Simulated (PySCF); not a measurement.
C₅H₉NO.
SMILES with atom numbers: `[CH3:1]/[CH:2]=[CH:3]/[NH:4][C:5]([CH3:6])=[O:7]` (hydrogens: H8, H9, H10 on C1; H11 on C2; H12 on C3; H13 on N4; H14, H15, H16 on C6)

Geometry (GFN2-xTB, Å), atoms numbered from 1 in this order:
```
atom  x, y, z in Å
C1     3.081   -0.412    0.271
C2     1.722   -0.086   -0.253
C3     0.617   -0.167    0.475
N4    -0.655    0.139    0.003
C5    -1.777    0.067    0.777
C6    -3.041    0.441    0.032
O7    -1.753   -0.268    1.939
H8     3.023   -0.766    1.296
H9     3.721    0.471    0.241
H10    3.551   -1.180   -0.342
H11    1.674    0.233   -1.286
H12    0.616   -0.481    1.508
H13   -0.734    0.433   -0.960
H14   -3.874    0.455    0.728
H15   -2.937    1.422   -0.427
H16   -3.242   -0.292   -0.747
```

Computed geometry: GFN2-xTB, gas phase.

Take the most abundant isotopes and a rigid rotor. The values belong to one conformer with, in the numbering `[CH3:1]/[CH:2]=[CH:3]/[NH:4][C:5]([CH3:6])=[O:7]`, C2–C3–N4–C5 -179°, C3–N4–C5–C6 180°.

Question: What are A, B and C (GHz)?

Answer: Ia = 59.46, Ib = 436.67, Ic = 489.86 u·Å²; 505379 MHz·u·Å²/I gives 8499, 1157 and 1032 MHz, that is A = 8.4994, B = 1.1573, C = 1.0317 GHz.

Question: What kind of rotor is it?

Answer: A near-prolate asymmetric top: κ = (2 × 1157 − 8499 − 1032)/(8499 − 1032) = -0.97.

Question: What does the inertial defect say?

Answer: Not planar: Δ = Ic − Ia − Ib = -6.28 u·Å². For a rigid frame Δ = −2 Σ m c², so Σ m c² = 3.14 u·Å² lies off the ab plane, practically all of it from hydrogen. The atom farthest from that plane is 0.94 Å away.

Question: Give the other two planar moments, Paa and Pbb, and the rms extents of the mass along the axes.

Answer: Paa = Σ m a² = (Ib + Ic − Ia)/2 = 433.54 and Pbb = Σ m b² = (Ia + Ic − Ib)/2 = 56.32 u·Å². With the mass M = 99.07 u, the rms extents √(P/M) along a, b and c are 2.09, 0.75, 0.18 Å.

Question: List the rotational levels J(Ka,Kc) to J = 4 (MHz).

Answer: Above 0(0,0):
J = 1: 1(0,1) 2189, 1(1,1) 9531, 1(1,0) 9657
J = 2: 2(0,2) 6565, 2(1,2) 13784, 2(1,1) 14160, 2(2,1) 36187, 2(2,0) 36188
J = 3: 3(0,3) 13126, 3(1,3) 20161, 3(1,2) 20915, 3(2,2) 42754, 3(2,1) 42762, 3(3,1) 79779, 3(3,0) 79779
J = 4: 4(0,4) 21866, 4(1,4) 28663, 4(1,3) 29919, 4(2,3) 51509, 4(2,2) 51533, 4(3,2) 88539, 4(3,1) 88539, 4(4,1) 140370, 4(4,0) 140370

No GFN2-xTB frequencies stand behind this structure, so it isn't proved a minimum. These are rigid-rotor constants of the computed structure; measured ground-state constants (B0) also hold zero-point vibration.
